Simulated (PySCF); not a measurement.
C₂H₂F₃, SMILES C([C](F)F)F, multiplicity 2.

Coordinates come from a B3LYP-D3(BJ)/def2-SVP optimisation. The isomer is the one that the SMILES or the coordinates give; other isomers of the formula were not compared. One conformer was computed; it need not be the lowest.

These are CAM-B3LYP/def2-TZVP in PySCF values and carry that method's errors.

The molecule is in vacuum.

* **total energy**: -376.93048 hartree
* **point group**: Cs
* **α spin, highest occupied and lowest empty level**: -8.55 and 2.06 eV
* **β spin, highest occupied and lowest empty level**: -12.04 and -1.04 eV
* **dipole moment**: 2.12 D
* **quadrupole, principal values (traceless, Buckingham form, about the centre of nuclear charge)**: -4.37, 0.26, 4.11 D·Å
* **mean static polarisability**: 26.4 bohr³ (3.92 Å³)
* **polarisability, principal values**: 24.3, 26.9, 28.1 bohr³
* **⟨S²⟩**: 0.753 (pure state 0.75)
